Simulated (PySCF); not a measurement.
Compound: C₈H₇N (charge +1 and doublet state).
SMILES with atom numbers: `[CH+:1]=[C:2][C@@H:3]1[CH2:4][CH:5]=[C:6]([C:7]#[N:8])[CH2:9]1` (hydrogens: H10 on C1; H11 on C3; H12, H13 on C4; H14 on C5; H15, H16 on C9)

Structure used (GFN2-xTB), in Å, numbered top down from 1:
```
atom  x, y, z in Å
C1     3.1392   -0.8867    0.2045
C2     2.0455   -0.4455   -0.0402
C3     0.7380    0.0804   -0.3244
C4     0.3107    1.3033    0.5066
C5    -1.1192    1.1124    0.7688
C6    -1.5424   -0.1165    0.3487
C7    -2.8642   -0.5869    0.4263
N8    -3.9302   -0.9903    0.5421
C9    -0.4306   -0.9200   -0.2178
H10    4.0899   -1.2789    0.4310
H11    0.7888    0.4004   -1.3809
H12    0.5233    2.2669    0.0281
H13    0.8647    1.3528    1.4554
H14   -1.7447    1.8637    1.2218
H15   -0.7049   -1.3954   -1.1656
H16   -0.1714   -1.7506    0.4517
```

The hyperfine couplings belong to this conformer and change with its torsions.

Level of theory: UKS B3LYP, pcH-1 on C H N, non-relativistic, mean-field spin-orbit, GIAO (PySCF 2.14.0). Isolated species at its GFN2-xTB geometry (one conformer only). A GFN2-xTB geometry isn't a minimum of the functional, and hyperfine couplings can be far from their values at a DFT geometry, by a factor of two or more for some ions and for spin on atoms past the first row. The SCF solution wasn't tested for stability.

Principal values of hyperfine tensors in MHz (contact and dipolar terms together), for some of the nuclei:

```
atom  isotope      A1      A2      A3
 H13       1H  137.19  138.78  148.45
 H16       1H  107.54  109.12  117.16
 H11       1H  106.46  109.30  115.76
 H12       1H   93.10   95.30  105.82
 H15       1H   62.84   65.25   74.38
 H14       1H  -30.03  -22.02   -4.96
  C7      13C  -23.00  -21.17  -10.46
  C4      13C  -18.53  -17.21   -5.27
```

**Question.** Split each tensor into its isotropic and traceless parts, and turn a_iso into mT with g = 2.0063.

**Answer.** a_iso = (A1 + A2 + A3)/3, Ti = Ai − a_iso; 1 mT corresponds to 28.081 MHz.

| atom | a_iso (MHz) | a_iso (mT) | T1 | T2 | T3 |
| --- | --- | --- | --- | --- | --- |
| H13 | 141.47 | 5.038 | -4.28 | -2.70 | 6.98 |
| H16 | 111.27 | 3.963 | -3.73 | -2.16 | 5.89 |
| H11 | 110.50 | 3.935 | -4.05 | -1.21 | 5.25 |
| H12 | 98.07 | 3.493 | -4.97 | -2.77 | 7.75 |
| H15 | 67.49 | 2.403 | -4.65 | -2.24 | 6.89 |
| H14 | -19.00 | -0.677 | -11.03 | -3.01 | 14.04 |
| C7 | -18.21 | -0.648 | -4.79 | -2.96 | 7.75 |
| C4 | -13.67 | -0.487 | -4.86 | -3.54 | 8.40 |

**Question.** What spin density at the nucleus of H16 lies behind its contact coupling (g_N = 5.58569)?

**Answer.** a_FC = (2μ0/3) gₑ μB g_N μN ρ(0)/(2S·h) = 800.24 MHz × g_N × ρ(0)/(2S), with ρ in bohr⁻³. With a_FC = 111.27 MHz and 2S = 1, ρ(0) = 0.02489 bohr⁻³. In magnitude that is 7.8 % of the 1/π = 0.318 of a free hydrogen atom.

**Question.** C5 (13C, g_N = 1.40482) isn't in the table. Its spin density at the nucleus is 0.01234 bohr⁻³. What is its contact coupling?

**Answer.** By the same relation, a_FC = 13.87 MHz. Its full tensor has the principal values -10.33, -8.80, 60.75 MHz.

**Question.** Which nucleus of the table has the largest anisotropic coupling, and what is its form?

**Answer.** H14: -11.0, -3.0, 14.0 MHz, rhombic: the two smaller values differ by 57 % of the largest.

**Question.** In a single crystal, with the field along each principal axis of the tensor of H11 in turn, what first-order splitting does this nucleus give (isotropic g, quadrupole terms neglected)?

**Answer.** 2 lines (I = 1/2), spaced by |A_i|/(g × 13.996): 3.79, 3.89, 4.12 mT along the axes of A1, A2 and A3.

The SMILES draws the unpaired electron on C2; the largest computed Mulliken spin population is on C5 (0.28 against 0.07).
